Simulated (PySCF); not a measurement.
Al(Cl)(SeH)2 (AlClH2Se2), SMILES [SeH][Al]([SeH])[Cl]. Atoms are numbered in the order given.

```xyz
6

Al     0.0000     0.0000     0.4074
Cl     0.0000     0.0000     2.5124
Se     0.0000     2.0588    -0.6475
H      0.0000     1.4437    -1.9901
Se     0.0000    -2.0588    -0.6475
H      0.0000    -1.4437    -1.9901
```

Geometry optimised at B3LYP-D3(BJ)/def2-SVP. The structure was generated by enumeration; whether it is a known compound was not checked. One conformer was computed; it need not be the lowest.

These are PySCF with PBE/pcSseg-1 values and carry that method's errors.

GIAO shieldings, no solvent; atoms alike by connectivity are averaged. δ = σ(ref) − σ: ³⁵Cl against HCl (σ = 936.5 ppm); ⁷⁷Se against Me2Se (σ = 1634.8 ppm); ¹H against TMS (σ = 31.49 ppm), references at their B3LYP-D3(BJ)/def2-TZVP geometries, non-relativistic (without spin–orbit terms, shifts of atoms bonded to Cl or Br come out too high).

```csv
nucleus,atoms,count,δ (ppm)
³⁵Cl,Cl2,1,82.4
⁷⁷Se,"Se3, Se5",2,-358.9
¹H,"H4, H6",2,0.88
```
